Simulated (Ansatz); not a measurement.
Species: CH4B, SMILES `[BH]C` (charge 0, multiplicity 2).

Question: Give a relaxed geometry from Ansatz (an electronic-structure program) with B3LYP-D3(BJ)/def2-TZVP.

Answer: the end point of this relaxation (outside a Z-matrix the atoms follow the SMILES, hydrogens last).
Bonded distances (Å): B1–C2 1.538, B1–H3 1.192, C2–H4 1.102, C2–H5 1.091, C2–H6 1.097. Angles (°): C2–B1–H3 128.1, B1–C2–H4 105.7, B1–C2–H5 116.0, B1–C2–H6 112.4, H4–C2–H5 107.3, H4–C2–H6 105.5, H5–C2–H6 109.3.
